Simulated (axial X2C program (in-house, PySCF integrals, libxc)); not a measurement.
## Potential curves of SnSi⁺, two-component

Computed with an in-house all-electron X2C program for linear molecules (integrals from PySCF). Two-component (2c) means X2C with spin–orbit coupling and atomic mean-field two-electron Coulomb and Gaunt terms. Basis: Sn dyall-cv3z [11s12p9d4f1g], Si dyall-v3z [8s7p2d1f] (cores contracted in-house); Gaussian nuclei, density fitting, unrestricted open shells. Masses: Sn 119.902 u, Si 27.977 u.

State: Ω = 3/2 (⟨Sz⟩ = 1.49, ⟨Lz⟩ = 0.01 at r2SCAN0). Energies in cm⁻¹ from the lowest point of each curve. Fits are polynomials in 1 − R0/R over 0.85 to 1.23 times the lowest point R0.

```json
{"R (Å)": "2.2194", "r2SCAN0": "4941"}
{"R (Å)": "2.3214", "r2SCAN0": "1908"}
{"R (Å)": "2.3979", "r2SCAN0": "666"}
{"R (Å)": "2.4745", "r2SCAN0": "82"}
{"R (Å)": "2.5510", "r2SCAN0": "0"}
{"R (Å)": "2.6403", "r2SCAN0": "376"}
{"R (Å)": "2.7296", "r2SCAN0": "1111"}
{"R (Å)": "2.8444", "r2SCAN0": "2402"}
{"R (Å)": "2.9847", "r2SCAN0": "4268"}
{"R (Å)": "3.1888", "r2SCAN0": "7122"}
```

One determinant describes the state; a PBE0 search over occupations chose it and may have missed a lower one. Density functionals use the spin component along the axis (collinear). Other states lie close and PBE0, whose exact exchange favours high spin, may order them wrongly; the determinant shown need not be the ground state. The nearest other 2c determinant of the search, Ω = 1/2, lies 0.39 eV up at the distance of the search. With several unpaired electrons one determinant need not be a pure state. This is the top spin component of a Σ state; components of lower Ω are not single determinants and can lie lower.

Problem. What are Re and ωe at the r2SCAN0 level?

Solution. At r2SCAN0, 2c: Re = 2.527 Å, ωe ≈ 323 cm⁻¹; Be follows as 0.116 cm⁻¹.
